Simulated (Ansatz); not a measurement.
The same path of ClH3Sn + FH (7 atoms, charge 0, multiplicity 1) was run twice with different band settings. Lost on the way: Sn1–Cl2, F6–H7. Made: Sn1–F6, Cl2–H7.

Theory: Ansatz 0.2.0, RHF/def2-SVP.

Relaxed end points:

```xyz
7
Properties=species:S:1:pos:R:3
Sn 0.280 0.000 -0.148
Cl 0.192 0.000 2.243
H 1.943 0.000 -0.501
H -0.491 1.426 -0.644
H -0.491 -1.426 -0.644
F -2.806 0.000 1.297
H -2.201 0.000 1.972
```

```xyz
7
Properties=species:S:1:pos:R:3
Sn -0.049 0.000 -0.784
Cl -1.633 0.000 4.070
H 1.610 0.000 -0.422
H -0.596 1.424 -1.529
H -0.596 -1.424 -1.529
F -0.923 0.000 0.955
H -1.386 0.000 2.812
```

Common settings: spring 5.0 eV/Å²; optimiser quadratic models (default); start path through a guess of the saddle point; force threshold 0.03 eV/Å; iteration limit 60; end points relaxed.

| run | movable images | climbing image |
| --- | --- | --- |
| 1 | 5 | yes |
| 2 | 2 | no |

Question: What does each run give, and how far can it be trusted?

Answer: Run 1: converged after 14 iterations, highest image 1.420 eV above the first end. A vibrational analysis at the climbing image gives 2 clearly imaginary modes (830i, 149i cm⁻¹): a point of higher order, so a lower path passes nearby.
Run 2: converged after 10 iterations, highest image 1.343 eV above the first end. Neighbouring images differ by up to 1.3 eV, so the band resolves the path poorly. No image climbed, so the highest image needn't sit at the top of the path. So few images can step over the top or miss a turn of the path.
The orbitals stay closed-shell, which can raise the energy where a bond breaks towards radicals; this wasn't checked here.
